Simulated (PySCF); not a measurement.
Precursor series Zr F-Br. Isolated molecules, 0 K electronic values unless said otherwise.

These are TPSSh-D3(BJ)/def2-TZVP // r2SCAN-D4/def2-SVP (PySCF) values and carry that method's errors. All candidates: neutral, multiplicity 1. 

```yaml
HOMO–LUMO gap: 5.17 eV
dipole_moment: 0.17 D
HOMO: -8.27 eV
```

Question: Say which member has these values.
(A) [Zr(F)(Br)3]
(B) [Zr(F)3(Br)]
(C) [Zr(F)2(Br)2]

Answer: A, [Zr(F)(Br)3]. The others give [Zr(F)3(Br)]: 6.22 eV, 0.05 D, -8.58 eV; [Zr(F)2(Br)2]: 5.54 eV, 0.08 D, -8.39 eV
